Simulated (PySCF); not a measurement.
First SCF of a structure search on doublet BrCoN, at a hand-made bent geometry. PySCF input:

```python
from pyscf import gto, scf, dft
mol = gto.M(atom='''
Co     0.000000     0.000000     0.000000
N     -1.335200     0.000000     0.934900
Br     1.843100     0.000000     1.290500''',
    basis={'Co': 'def2-TZVP', 'N': 'def2-TZVP', 'Br': 'def2-TZVP'},
    charge=0, spin=1)
mf = dft.UKS(mol, xc='PBE0')
mf.grids.atom_grid = (50, 194)
aux = {'Co': 'def2-universal-JKFIT', 'N': 'def2-universal-JKFIT', 'Br': 'def2-universal-JKFIT'}
mf = mf.density_fit(auxbasis=aux)
mf.conv_tol = 1e-08
mf.diis_space = 10
mf.max_cycle = 60
mf.init_guess = 'minao'
mf.verbose = 4
mf.kernel()
```

Excerpt of the output (cycles alone):

```
init E= -4009.06488615099
cycle= 1 E= -3993.66982569809  delta_E= 15.4  |g|= 5.67  |ddm|= 14.9
cycle= 2 E= -3944.99213373832  delta_E= 48.7  |g|= 13.4  |ddm|= 17.5
cycle= 3 E= -3986.32222034953  delta_E= -41.3  |g|=  9.6  |ddm|= 7.27
cycle= 4 E= -3991.12970354567  delta_E= -4.81  |g|= 8.56  |ddm|= 1.84
cycle= 5 E= -3995.91262248793  delta_E= -4.78  |g|= 7.47  |ddm|= 3.19
cycle= 6 E= -3997.13317451382  delta_E= -1.22  |g|= 6.63  |ddm|=  2.8
cycle= 7 E= -4000.21067223452  delta_E= -3.08  |g|= 6.05  |ddm|= 2.81
cycle= 8 E= -4003.92361260377  delta_E= -3.71  |g|= 4.59  |ddm|= 3.19
cycle= 9 E= -4006.71896650072  delta_E= -2.8  |g|= 3.88  |ddm|= 1.78
cycle= 10 E= -4007.28655207567  delta_E= -0.568  |g|= 3.65  |ddm|= 1.24
cycle= 11 E= -4007.98750796465  delta_E= -0.701  |g|= 3.42  |ddm|= 0.67
cycle= 12 E= -3988.77005478825  delta_E= 19.2  |g|= 5.93  |ddm|= 15.2
cycle= 13 E= -4006.87640149399  delta_E= -18.1  |g|= 3.85  |ddm|= 15.2
... 38 lines left out ...
cycle= 52 E= -4011.03292895456  delta_E= -1.44e-06  |g|= 0.000219  |ddm|= 0.00503
cycle= 53 E= -4011.03292933009  delta_E= -3.76e-07  |g|= 0.000168  |ddm|= 0.00169
cycle= 54 E= -4011.03292962856  delta_E= -2.98e-07  |g|= 0.000174  |ddm|= 0.00143
cycle= 55 E= -4011.03292984972  delta_E= -2.21e-07  |g|= 0.000148  |ddm|= 0.00152
cycle= 56 E= -4011.03292993863  delta_E= -8.89e-08  |g|= 0.000105  |ddm|= 0.00116
cycle= 57 E= -4011.03293009448  delta_E= -1.56e-07  |g|= 6.91e-05  |ddm|= 0.00155
cycle= 58 E= -4011.03293015304  delta_E= -5.86e-08  |g|= 3.15e-05  |ddm|= 0.00117
cycle= 59 E= -4011.03293015878  delta_E= -5.74e-09  |g|= 3.32e-05  |ddm|= 0.000459
Extra cycle  E= -4011.03293015576  delta_E= 3.02e-09  |g|= 0.000136  |ddm|= 8.03e-05
converged SCF energy = -4011.03293015576  <S^2> = 1.9677427  2S+1 = 2.9784175
```

No lower solution of this spin was found from smeared starts or by a stability analysis within the unrestricted form.

Open d and f shells are described by one determinant, and the ground state may have another occupation or spin.

The search for the lowest solution, 3 starts and the stability check together, took 42 s on 4 threads of a shared Arm Neoverse V1 host, with 124 basis functions; the process peaked at 0.47 GiB. Launch command: `OMP_NUM_THREADS=4 python axn.py task.json out`.
